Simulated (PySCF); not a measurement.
Telling isomers of C$_{4}$HF$_{2}$N apart by NMR

PySCF 2.14 calculation with J couplings at B3LYP/pcJ-1, NMR shieldings at PBE0/pcSseg-1/GIAO and coordinates at the GFN2-xTB level; averaged over atoms made equivalent by symmetry, fast rotation or ring inversion, one computed conformer, relativity neglected, isolated molecule.

Referencing at the same level of theory: 1H (σ = 31.72 ppm), 13C (σ = 186.93 ppm) against TMS. Multiplet labels drop J under 1 Hz and among equivalent protons, and merge close values. Unscaled 3J(H,H) run several per cent high. One-bond C–F couplings are unscaled and too large by tens of Hz. Shifts are as computed. Against solution values, carbons near 30 ppm lie about +3 ppm off and those near 130 ppm about +5 ppm. Of 1211 compounds with measured shifts, 218 miss one by over three times the rms of a fit or turn the order of signals round; such compounds aren't used in these exercises.

(1) Tabulate the signals of `N#C[C@]1(F)C=C1F`, `N#CC1C(F)=C1F` and their relative energies.

(2) What is the quickest way to tell N#C[C@]1(F)C=C1F from N#CC1C(F)=C1F?

## Answers

(1) 
```json
{"SMILES": "N#C[C@]1(F)C=C1F", "carbon types": "3×C 1×CH", "δC": "157.6, 118.5, 92.8, 66.3", "δH": "5.81 (dd, 1H)", "E rel. (kcal/mol)": "0.0"}
{"SMILES": "N#CC1C(F)=C1F", "carbon types": "3×C 1×CH", "δC": "122.5, 107.9, 33.7", "δH": "3.49 (t, 1H)", "E rel. (kcal/mol)": "9.5"}
```

Energies are electronic energies at PBE0/pcSseg-1 on these geometries, without zero-point or thermal terms, each for the one conformer computed, which needn't be the lowest.

(2) Count the carbon signals: 4 against 3. The first has an alkene CH at 92.8 ppm, the second a three-membered-ring carbon (CH) at 33.7 ppm. Their most deshielded carbons lie at 157.6 and 122.5 ppm. In the proton spectra the most deshielded non-exchanging signals are 5.81 (dd, J = 6.3, 1.9 Hz, 1H) and 3.49 (t, J = 1.0 Hz, 1H).
